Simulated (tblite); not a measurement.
Compound: C6H15FNPSi.
Cartesian coordinates in Å at the GFN2-xTB level; atoms count from 1:
```xyz
25
C6H15FNPSi angstrom
C     -2.433   -1.502    0.465
N     -1.363   -0.997   -0.368
P     -0.662    0.390   -0.248
C     -1.645    1.946   -0.502
C      0.586    0.419   -1.578
C      1.548   -0.751   -1.404
Si     2.459   -0.613    0.247
F      3.270   -1.985    0.528
C      1.201   -0.357    1.639
C      0.276    0.809    1.308
H     -2.159   -1.574    1.523
H     -2.662   -2.509    0.108
H     -3.347   -0.904    0.394
H     -1.015    2.831   -0.550
H     -2.204    1.837   -1.431
H     -2.356    2.054    0.318
H      1.111    1.378   -1.557
H      0.042    0.342   -2.524
H      2.238   -0.799   -2.249
H      0.955   -1.668   -1.416
H      3.490    0.426    0.240
H      0.594   -1.261    1.739
H      1.687   -0.192    2.603
H     -0.460    0.969    2.104
H      0.837    1.736    1.177
```

All values are computed: GFN2-xTB (tblite) harmonic vibrations without scaling, gas phase. The method is semi-empirical: single wavenumbers can be off by several per cent or more. Modes of hydrogen on silicon can be 10 to 20 % off. One conformer, not necessarily the lowest.

Harmonic wavenumbers (cm⁻¹): 49.5, 86.7, 112.2, 115.8, 142.6, 147.9, 156.5, 182.0, 187.2, 194.0, 234.9, 271.6, 299.7, 333.6, 378.4, 431.8, 596.5, 611.7, 659.9, 670.1, 679.7, 697.4, 719.0, 782.1, 789.4, 803.5, 814.6, 819.4, 840.7, 851.0, 940.1, 1039.4, 1051.7, 1054.6, 1063.3, 1087.7, 1117.0, 1126.3, 1138.7, 1248.3, 1259.7, 1281.6, 1284.2, 1295.3, 1307.2, 1423.8, 1428.8, 1434.3, 1444.4, 1448.5, 1452.9, 1462.5, 1499.3, 1501.6, 2259.4, 2897.5, 2916.0, 2919.7, 2932.0, 2942.6, 2954.0, 2959.6, 2966.3, 2971.3, 2979.6, 2981.8, 2993.0, 2996.7, 3017.4.

A = 1552, B = 646.7, C = 613.7 MHz; mass 179.070 u (most abundant isotopes); point group C1, symmetry number 1.

Question: What is the zero-point energy?

Answer: Half the sum of the wavenumbers: 43869 cm⁻¹ = 524.78 kJ/mol.

Question: Give the ideal-gas entropy at 298.15 K and 1 bar in the rigid-rotor, harmonic-oscillator model (classical rotation).

Answer: Translation 173.56, rotation 128.18, vibration 178.32: S = 480.1 J/(mol K).

Question: And Cp and H(298.15 K) − H(0)?

Answer: Cp = 217.76 J/(mol K), of which vibrations give 184.50 (their classical limit is 69 R = 573.7); H(298.15 K) − H(0) = 38.49 kJ/mol without the zero-point energy, 28.58 from vibrations.

Question: Which modes carry the vibrational entropy at 298.15 K?

Answer: 49.5 cm⁻¹: 20.24; 86.7 cm⁻¹: 15.62; 112.2 cm⁻¹: 13.52; 115.8 cm⁻¹: 13.26; 142.6 cm⁻¹: 11.58; 147.9 cm⁻¹: 11.29 J/(mol K); the other 63 give 92.81 together.

Question: Blend soft modes into free rotors: weight 1/[1 + (100 cm⁻¹/ν̃)⁴] for the oscillator and the rest for a rotor with moment μB/(μ + B), μ = h/(8π²ν), B = 10⁻⁴⁴ kg m². What vibrational entropy results?

Answer: 169.39 J/(mol K) in place of 178.32, which changes −T·S at 298.15 K by +2.66 kJ/mol.

Question: How do the functions run with temperature in this model?

Answer: 
```tsv
T (K)	S (J/(mol K))	Cp (J/(mol K))	H − H(0) (kJ/mol)	G − H(0) (kJ/mol)	ln q(vib)
150	362.6	134.6	12.47	-41.92	4.07
250	444.2	190.1	28.67	-82.38	8.05
400	551.9	273.0	63.54	-157.23	13.81
600	679.6	357.1	127.09	-280.68	21.18
900	841.1	438.1	247.38	-509.59	31.39
```

q(vib) and H(0) count from the zero-point level.

Hindered rotation and anharmonicity are outside this model. Other conformers, if any are populated, would add a mixing term that is left out. The structure is chiral; the term R ln 2 for an equal mix with its mirror image is left out.
